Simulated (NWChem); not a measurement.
# trisilylphosphine (Si3PH9); SMILES [SiH3]P([SiH3])[SiH3]

Computed with NWChem. Pople sets run with spherical d functions. The geometry was optimised at PBE0/def2-SVP. Level TPSS/6-31G*: single points from the atomic guess with DIIS by default; each run changes one setting, and all converged runs end within 0.3 mHa of each other.

Task: Which setting needs the most SCF iterations, or fails (level shift of 0.5 Ha throughout; defaults; DIIS on 3 Fock matrices; DIIS on 20 Fock matrices; no level shifting)?

Result: level shift of 0.5 Ha throughout, with 11 against 7 for the defaults.
```
setting                           SCF iterations
--------------------------------  --------------
defaults                                       7
DIIS on 3 Fock matrices                        8
no level shifting                              7
level shift of 0.5 Ha throughout              11
DIIS on 20 Fock matrices                       7
```
